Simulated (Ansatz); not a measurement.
Reaction (formal hydrolysis of the Si–Si bond): `CC[SiH](O)[SiH3]` + H₂O → `CC[SiH](O)O` + SiH₄

Gas-phase electronic energies from Ansatz, PBE0-D4/def2-TZVP geometries. CBS: MP2 limit from def2 TZ/QZ plus the TZ coupled-cluster correction, frozen cores. This one scheme is used for every species. DFT in def2-TZVPP. B3LYP here is the variant with VWN-RPA as its local correlation; programs differ in this. One conformer a species, not always the lowest.

```
             level  ΔE (kcal/mol)
             B3LYP          -30.9
     HF/def2-TZVPP          -35.5
    MP2/def2-TZVPP          -31.3
SCS-MP2/def2-TZVPP          -32.2
```

Question: What does CCSD(T)/CBS give? (An estimate is asked.)

Answer: Computed: -29.0 kcal/mol. The listed levels differ from it by -1.9, -6.5, -2.3, -3.2 kcal/mol.

Largest T1 diagnostic among the species: 0.011.

The D4 term adds +1.4 kcal/mol with B3LYP and +0.9 kcal/mol with PBE0; it sums over pairs of atoms, weighted by their polarisabilities, and B3LYP, whose exchange is more repulsive, gets the larger term. From PBE to PBE0 (25 % exact exchange), in def2-TZVPP and without D4, ΔE moves by −1.4 kcal/mol.
